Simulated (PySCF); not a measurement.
Delta-SCF ions had no search for a lower state. Excitations are Tamm–Dancoff values on a coarser integration grid. The basis has no diffuse functions, so Rydberg states are missing or too high.

## H$_{2}$FIn, SMILES `[F][InH2]` (charge 0, multiplicity 1)

Computed with PySCF with r2SCAN-D4/def2-TZVP.

The HOMO comes out as -7.64 eV. The dipole moment is 3.03 D and the LUMO comes out as -2.23 eV. The HOMO–LUMO gap comes out as 5.41 eV. The S1 excitation (TDA) is 5.42 eV and the S1 oscillator strength is 0.000. The T1 excitation (TDA) comes out as 5.08 eV and the S1–T1 gap (TDA) is 0.34 eV. The vertical ionisation energy (Delta-SCF) is 10.94 eV. The total energy comes out as -7925.58 eV and the cost is very roughly 100 core-seconds.

Bonds (Å): F1–In2 1.964, In2–H3 1.699, In2–H4 1.699. Angles (°): F1–In2–H3 109.8, F1–In2–H4 109.8, H3–In2–H4 140.5.
